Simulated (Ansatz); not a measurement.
Computed with Ansatz on PBE0-D4/def2-TZVP structures; ΔE is electronic, products minus reactants. CCSD(T)/CBS adds triple-zeta CCSD(T) − MP2 to the extrapolated MP2 energy (def2 sets, frozen cores). This one scheme is used for every species. Functionals use def2-TZVPP. Each species was taken in one conformer, which may not be the lowest.

Reaction (ligand exchange at a B–C bond): `BC#CBO` + H–F → `OBF` + `BC#C`

```csv
level,ΔE (eV)
r2SCANh-D4,-0.97
BLYP,-0.99
BHLYP,-1.08
LC-ωPBE,-1.04
HF/def2-SVP,-1.26
SCS-MP2/def2-TZVPP,-1.05
SCS-MP2/def2-QZVPP,-1.03
HF/CBS(def2),-1.19
```

Task: What does CCSD(T)/CBS give? (Estimate.)

Result: Computed: -0.97 eV. The listed levels differ from it by 0.00, -0.02, -0.11, -0.07, -0.29, -0.08, -0.06, -0.22 eV.

Largest T1 diagnostic among the species: 0.016.

In def2-TZVPP, CCSD(T) changes the Hartree–Fock value by +0.17 eV (the triples alone add +0.03 eV) and MP2 by +0.18 eV. From PBE to PBE0 (25 % exact exchange), in def2-TZVPP and without D4, ΔE moves by −0.05 eV. Leaving LDA and LC-ωPBE aside and taking each functional with its dispersion term where it has one, the values, not all of them listed here, spread over 0.23 eV, from CAM-B3LYP-D4 to revPBE-D4.
